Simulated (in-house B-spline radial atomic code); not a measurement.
A calculation on neutral gallium: its settings, and results tabulated from the run. Method: non-relativistic PW91, spin-polarised, spherical fractional occupations, point nucleus. Calculated with a B-spline radial code for spherical atoms.

Command:
```bash
python run_scf.py task.json out
```
Settings:
```
Z                31
configuration    [Ar] 3d10 4s2 4p1
hamiltonian      nr
method           pw91,pw91
spin_polarised   True
```

Output (hartree, bohr):
```
 radial grid: 58 intervals, B-splines of order 8, outer radius 50 bohr

 iter        energy (Eh)    residual
    1       -1924.290908    3.89e-01
    2       -1924.639374    1.23e-01
    3       -1924.937246    4.93e-02
    4       -1924.997315    2.52e-02
    5       -1924.944467    4.73e-02
    6       -1925.014815    5.50e-03
    7       -1925.015795    6.40e-05
    8       -1925.015795    2.49e-05
    9       -1925.015795    2.89e-06
   10       -1925.015795    1.38e-07

 total energy                     -1925.01580
 kinetic                            1923.6869
 electron-nucleus                  -4607.7950
 Hartree                             834.2432
 exchange-correlation                -75.1509

 orbital      occ     eigenvalue          <r>       <r^2>       <1/r>       <r^4>     <1/r^2>       r_max
 1s up      1.000      -370.9282    0.0494274  0.00327304     30.5062 2.72558e-05     1871.78     0.03261
 1s down    1.000      -370.9275    0.0494274  0.00327304     30.5062 2.72557e-05     1871.79     0.03261
 2s up      1.000       -45.2859     0.221547   0.0578211     6.67686  0.00577661     182.263      0.1858
 2s down    1.000       -45.2860     0.221547   0.0578212     6.67682  0.00577659      182.26      0.1858
 2p up      3.000       -40.1305     0.192194   0.0452109     6.64675  0.00410312     60.3477      0.1478
 2p down    3.000       -40.1301     0.192196   0.0452115     6.64669   0.0041032     60.3466      0.1478
 3s up      1.000        -5.2634      0.66262    0.507001      2.1384    0.417726     28.1644      0.5734
 3s down    1.000        -5.2629     0.662552    0.506857     2.13851    0.417289     28.1661      0.5734
 3p up      3.000        -3.5910     0.683876    0.551758     2.01214    0.535992     8.86822      0.5705
 3p down    3.000        -3.5903     0.683696    0.551365     2.01245    0.534649     8.87026      0.5705
 3d up      5.000        -0.7280     0.807515    0.856136     1.65368     1.99613     3.72046      0.5318
 3d down    5.000        -0.7258     0.803789    0.845442     1.65752     1.91894     3.73293      0.5316
 4s up      1.000        -0.3327       2.3848     6.60826     0.54616     75.3176     2.06512       1.937
 4s down    1.000        -0.3066       2.3707     6.55272    0.551803     75.1629     2.12861       1.915
 4p up      1.000        -0.1083      3.36912     13.6873      0.3875     373.947    0.402589       2.552
```

Run time, properties included: 0.21 s on 1 thread of Arm Neoverse V1, with other jobs on the host.
